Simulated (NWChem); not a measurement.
Molecule: GeClF, singlet; SMILES [F][Ge][Cl]

```xyz
3

Ge     0.4319     0.4965     0.0000
F     -1.1453     1.2547     0.0000
Cl    -0.2067    -1.5988     0.0000
```
Atoms are numbered in this order, from 1.

Low-valent species are run as closed-shell singlets; no triplet was tried in these runs. All runs use the structure optimised with PBE0/def2-SVP.

Symmetry labels are those of Cs in the frame above (b1 and b2, or b-type labels, depend on it).

List the 4 lowest vertical singlet excitations from PBE/def2-SVPD, TDA (NWChem).


```tsv
state	energy (eV)	oscillator strength	symmetry	leading excitation (squared amplitude)
S1	4.24	0.013	a"	HOMO → LUMO (0.53)
S2	4.61	0.032	a"	HOMO−1 → LUMO (0.54)
S3	5.22	0.024	a'	HOMO−2 → LUMO (0.89)
S4	6.48	0.018	a"	HOMO−3 → LUMO (0.92)
```
